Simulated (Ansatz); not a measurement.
The same path of C3H11ClSi2 (17 atoms, charge 0, multiplicity 1) was run twice with different band settings. The coordinate that changes most is the dihedral H11–Si2–C3–H12.

These are results of RKS PBE0/STO-3G in Ansatz 0.2.0, not measurements.

Relaxed end points:

```xyz
17
Properties=species:S:1:pos:R:3
C -2.155 -1.762 -0.829
Si -0.879 -0.933 0.254
C -0.130 0.537 -0.659
C 0.684 1.492 0.243
Si 2.289 0.794 0.965
Cl 1.127 3.014 -0.734
H -1.710 -2.122 -1.761
H -2.963 -1.073 -1.089
H -2.601 -2.622 -0.319
H 0.161 -1.875 0.596
H -1.491 -0.464 1.475
H -0.945 1.109 -1.121
H 0.506 0.180 -1.480
H 0.037 1.880 1.048
H 3.091 0.248 -0.102
H 1.957 -0.249 1.905
H 3.001 1.846 1.647
```

```xyz
17
Properties=species:S:1:pos:R:3
C -2.074 -1.013 0.419
Si -0.424 -1.516 -0.298
C 0.395 -0.083 -1.210
C 0.483 1.233 -0.405
Si 1.606 1.208 1.118
Cl 1.095 2.585 -1.530
H -2.740 -0.615 -0.353
H -1.962 -0.246 1.191
H -2.574 -1.871 0.878
H -0.607 -2.588 -1.248
H 0.447 -1.981 0.756
H -0.172 0.112 -2.131
H 1.403 -0.385 -1.524
H -0.533 1.567 -0.131
H 2.903 0.699 0.746
H 1.014 0.348 2.115
H 1.721 2.545 1.647
```

Common settings: movable images 7; climbing image yes; optimiser quadratic models (default); start path IDPP; force threshold 0.05 eV/Å; end points relaxed.

| run | spring | iteration limit |
| --- | --- | --- |
| 1 | 5.0 eV/Å² | 36 |
| 2 | 2.0 to 10.0 eV/Å², energy-weighted | 50 |

What does each run give, and how far can it be trusted?

Run 1: converged after 13 iterations, highest image 0.051 eV above the first end. A vibrational analysis at the climbing image gives one clearly imaginary mode, 48i cm⁻¹: a first-order saddle point.
Run 2: converged after 11 iterations, highest image 0.051 eV above the first end. Another band between the same ends (7 images) ends at a top of the same energy, where a vibrational analysis finds 1 clearly imaginary mode.
Limits of this set-up: minimal basis.
